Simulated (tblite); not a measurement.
C4H9FGeS2.
SMILES with atom numbers: `[F:1][CH2:2][C@@H:3]1[CH2:4][S:5][GeH2:6][CH2:7][S:8]1` (hydrogens: H9, H10 on C2; H11 on C3; H12, H13 on C4; H14, H15 on Ge6; H16, H17 on C7)

Computed with GFN2-xTB (tblite), gas phase: L-BFGS steps from a force-field or distance-geometry start until the largest atomic force falls under 0.01 eV/Å.

Step 19: E = -715.9274 eV
```
atom  x, y, z in Å  |  force x, y, z in eV/Å
F1     -1.0653   -0.6079   -1.6410    0.241   0.119   0.008
C2     -1.8564   -0.6311   -0.5257    0.003  -0.014  -0.117
C3     -1.1561   -0.1535    0.7346    0.067  -0.155   0.046
C4     -0.6951    1.2904    0.7664    0.003   0.141  -0.019
S5      0.2659    1.9648   -0.6413    0.044  -0.198   0.034
Ge6     2.0293    0.6759   -0.3289    0.101   0.150  -0.081
C7      1.5107   -1.1761    0.1938   -0.004   0.114  -0.020
S8      0.1040   -1.3481    1.3305   -0.014   0.122   0.109
H9     -2.7213    0.0088   -0.7252   -0.038   0.002  -0.111
H10    -2.1591   -1.6748   -0.4127   -0.144  -0.049   0.112
H11    -1.9039   -0.2131    1.5304   -0.071  -0.215   0.095
H12    -0.1170    1.4434    1.6741    0.060   0.079   0.132
H13    -1.5767    1.9192    0.8031   -0.165   0.220   0.019
H14     2.9439    1.2601    0.7727   -0.205  -0.124  -0.272
H15     2.7289    0.6354   -1.6718    0.084  -0.017   0.193
H16     1.3289   -1.7839   -0.6895   -0.027  -0.045  -0.030
H17     2.3325   -1.5973    0.7690    0.065  -0.132  -0.096
```

Step 20: E = -715.9471 eV
```
atom  x, y, z in Å  |  force x, y, z in eV/Å
F1     -1.0087   -0.6506   -1.6219    0.283   0.119   0.005
C2     -1.8279   -0.6444   -0.5270   -0.014  -0.005  -0.132
C3     -1.1635   -0.1436    0.7413    0.178  -0.172   0.100
C4     -0.6891    1.2935    0.7763   -0.018   0.245  -0.011
S5      0.2461    1.9668   -0.6411    0.125  -0.162  -0.054
Ge6     2.0155    0.6842   -0.3308    0.044   0.074  -0.026
C7      1.4875   -1.1671    0.1805   -0.018  -0.007   0.033
S8      0.1029   -1.3165    1.3582    0.120   0.017   0.057
H9     -2.6816   -0.0109   -0.7733   -0.123   0.064  -0.087
H10    -2.1360   -1.6830   -0.3954   -0.161  -0.089   0.102
H11    -1.9223   -0.1933    1.5268   -0.082  -0.253   0.073
H12    -0.0897    1.4415    1.6721    0.027   0.032   0.131
H13    -1.5601    1.9317    0.8344   -0.242   0.266   0.035
H14     2.9171    1.2507    0.7853   -0.182  -0.087  -0.264
H15     2.7152    0.6449   -1.6660    0.132  -0.006   0.117
H16     1.2721   -1.7667   -0.7022   -0.072   0.000  -0.010
H17     2.3156   -1.6251    0.7214    0.001  -0.036  -0.070
```

Step 21: E = -715.9653 eV
```
atom  x, y, z in Å  |  force x, y, z in eV/Å
F1     -0.9649   -0.6738   -1.6054    0.269   0.079   0.013
C2     -1.8089   -0.6525   -0.5298   -0.013   0.000  -0.061
C3     -1.1704   -0.1383    0.7482    0.212  -0.089   0.112
C4     -0.6884    1.2984    0.7862   -0.062   0.241   0.016
S5      0.2310    1.9602   -0.6407    0.153  -0.075  -0.139
Ge6     2.0079    0.6912   -0.3353   -0.052  -0.067   0.023
C7      1.4750   -1.1596    0.1707   -0.030  -0.100   0.065
S8      0.1060   -1.2887    1.3786    0.223  -0.091   0.008
H9     -2.6545   -0.0247   -0.8110   -0.153   0.105  -0.054
H10    -2.1257   -1.6873   -0.3824   -0.125  -0.076   0.050
H11    -1.9379   -0.1887    1.5267   -0.053  -0.250   0.027
H12    -0.0729    1.4442    1.6738   -0.027  -0.008   0.099
H13    -1.5519    1.9460    0.8563   -0.249   0.247   0.044
H14     2.8941    1.2409    0.7848   -0.108  -0.017  -0.177
H15     2.7133    0.6493   -1.6571    0.176   0.009   0.006
H16     1.2359   -1.7558   -0.7085   -0.123   0.036  -0.013
H17     2.3053   -1.6486    0.6835   -0.039   0.058  -0.017
```

**Question.** Estimate the geometry and energy of step 22. (The exact step hangs on the optimiser's Hessian estimate; all steps are aligned on step 21, rigid shifts and turns removed.)

**Answer.** E = -715.9811 eV, largest force 0.265 eV/Å
```
atom  x, y, z in Å  |  force x, y, z in eV/Å
F1     -0.9415   -0.6751   -1.5947    0.201   0.013   0.034
C2     -1.8029   -0.6541   -0.5323    0.014   0.016   0.031
C3     -1.1739   -0.1377    0.7544    0.148   0.025   0.094
C4     -0.6931    1.3046    0.7942   -0.103   0.154   0.034
S5      0.2239    1.9484   -0.6418    0.111   0.020  -0.162
Ge6     2.0063    0.6940   -0.3407   -0.135  -0.207   0.017
C7      1.4745   -1.1563    0.1664   -0.054  -0.128   0.042
S8      0.1139   -1.2726    1.3882    0.225  -0.140  -0.010
H9     -2.6458   -0.0289   -0.8310   -0.109   0.108  -0.011
H10    -2.1286   -1.6874   -0.3769   -0.054  -0.025  -0.017
H11    -1.9476   -0.1996    1.5296    0.019  -0.207  -0.024
H12    -0.0698    1.4498    1.6791   -0.082  -0.021   0.045
H13    -1.5542    1.9597    0.8649   -0.182   0.166   0.039
H14     2.8803    1.2338    0.7735   -0.009   0.061  -0.042
H15     2.7236    0.6486   -1.6491    0.188   0.021  -0.078
H16     1.2248   -1.7531   -0.7087   -0.166   0.046  -0.039
H17     2.3032   -1.6620    0.6635   -0.013   0.099   0.048
```

The energy changes by -0.0159 eV. The first-order estimate −F·Δx gives -0.0223 eV and the mean of the old and new forces, exact on a quadratic surface, -0.0158 eV. The step makes an angle of 65° with the force vector and moves no atom by more than 0.026 Å.

What follows is the cost of the whole relaxation. The run took 2.1 s on Arm Neoverse N1, one thread, shared host with 64 logical CPUs at a one-minute load of 60.
